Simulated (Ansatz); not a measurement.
Compare A (`CCBN[SiH3]`) with its isomer B (`CNB(C)[SiH3]`).

Computed with Ansatz on PBE0-D4/def2-TZVP structures; ΔE is electronic, products minus reactants. CBS: MP2 limit from def2 TZ/QZ plus the TZ coupled-cluster correction, frozen cores. Functionals use def2-TZVPP. B3LYP here is the variant with VWN-RPA as its local correlation; programs differ in this. One conformer a species, not always the lowest.

Which is lower in electronic energy at CCSD(T)/CBS, and by how much? (Estimate.)

The calculation gave: A, by 79.6 kJ/mol.

Give E(B) − E(A) in kJ/mol with CCSD/def2-TZVPP, PBE0-D4, B3LYP, PBE-D4, r2SCAN-D4, B2PLYP, MP2/def2-TZVPP. (An estimate is asked.)

Ansatz gave: CCSD/def2-TZVPP 81.6, PBE0-D4 64.8, B3LYP 75.9, PBE-D4 56.1, r2SCAN-D4 71.1, B2PLYP 80.5, MP2/def2-TZVPP 86.0. None reverses the order clearly.

Largest T1 diagnostic: 0.013.

From PBE to PBE0 (25 % exact exchange), in def2-TZVPP and without D4, E(B) − E(A) moves by +8.6 kJ/mol. In def2-TZVPP, CCSD(T) changes the Hartree–Fock value by −22.2 kJ/mol (the triples alone add −3.6 kJ/mol) and MP2 by −14.2 kJ/mol.
